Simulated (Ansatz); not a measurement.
Consider the ligand exchange at a B–C bond: `B[C](=C)[AlH][F]` + `CN[SiH2]Cl` → `BN(C)[SiH2]Cl` + `C=[CH][AlH][F]`.

Program: Ansatz. Geometries: PBE0-D4/def2-TZVP. ΔE: electronic, gas phase. CCSD(T)/CBS is the MP2 limit (def2-TZVPP, def2-QZVPP) plus CCSD(T) − MP2 in def2-TZVPP, frozen cores. DFT in def2-TZVPP. Each species was taken in one conformer, which may not be the lowest.

Is it downhill or uphill in electronic energy at CCSD(T)/CBS, and by how much? (An estimate is asked.)

Computed: Downhill: ΔE = -1.26 eV.

What do these levels give: PBE-D4, B97M-V, r2SCANh, HF/def2-TZVPP, SCS-MP2/def2-TZVPP, MP2/CBS(def2)? (Estimate.)

The calculation gave: PBE-D4 -1.24, B97M-V -1.22, r2SCANh -1.24, HF/def2-TZVPP -1.13, SCS-MP2/def2-TZVPP -1.26, MP2/CBS(def2) -1.26 eV.

Largest T1 diagnostic among the species: 0.012.

Leaving LDA and LC-ωPBE aside and taking each functional with its dispersion term where it has one, the values, not all of them listed here, spread over 0.05 eV, from CAM-B3LYP-D4 to B97M-V. LDA lies −0.11 eV from PBE without D4. In def2-TZVPP, CCSD(T) changes the Hartree–Fock value by −0.15 eV (the triples alone add −0.02 eV) and MP2 by −0.15 eV. At CCSD(T), def2-SVP lies −0.13 eV from the extrapolated value and def2-TZVPP −0.02 eV.
